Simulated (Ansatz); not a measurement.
`ICCI` + H₂ → `CCI` + HI at 600 K and 1 bar (hydrogenolysis of a C–I bond).

Isolated molecules relaxed with PBE0-D4/def2-TZVP in Ansatz; ΔE leaves out vibrations. CCSD(T)/CBS adds triple-zeta CCSD(T) − MP2 to the extrapolated MP2 energy (def2 sets, frozen cores). This one scheme is used for every species. def2 core potentials past Kr. For I outer-core shells are correlated without core-valence functions, which leaves a few kJ/mol of doubt a bond. Each species was taken in one conformer, which may not be the lowest.

```csv
species,CCSD(T)/CBS energy (Eh),H − E (kJ/mol),S (J/(mol·K))
`ICCI`,-673.39965,193.4,406.9
H₂,-1.17544,43.9,150.8
`CCI`,-376.55933,211.0,351.0
HI,-298.03592,31.6,227.0
```

H − E and S are ideal-gas, rigid-rotor, harmonic terms from PBE0-D4/def2-TZVP, for one conformer and one mirror image of each species. The MP2-based limit puts H₂ 0.8 mEh under its directly extrapolated value; such offsets cancel only in part. 1 Eh = 2625.50 kJ/mol, R = 8.31446 J/(mol·K).

By hand: ΔE, ΔH, ΔS and ΔG.

ΔE = (-376.55933) + (-298.03592) − (-673.39965) − (-1.17544) = -0.02016 Eh = -52.9 kJ/mol. Δ(H − E) = 211.0 + 31.6 − 193.4 − 43.9 = 5.3, so ΔH = -47.6 kJ/mol. ΔS = 351.0 + 227.0 − 406.9 − 150.8 = 20.3 J/(mol·K). ΔG = -47.6 − 600 × (20.3)/1000 = -59.8 kJ/mol.

By hand: the equilibrium constant, and the temperature at which ΔG would vanish if ΔH and ΔS stayed fixed.

log₁₀ K = −ΔG/(RT ln 10) = 5.2. ΔH and −TΔS have one sign here, so there is no such temperature.

ΔH outweighs TΔS. A doubt of 5 kJ/mol in ΔE shifts log₁₀ K by 0.4 here. Other conformers and mirror images would add mixing entropy, several J/(mol·K) or more a flexible species. These are equilibria of isolated gas molecules and say nothing of rates. Largest T1 diagnostic: 0.008 (customary marks: 0.02 for closed shells, 0.045 for open ones).
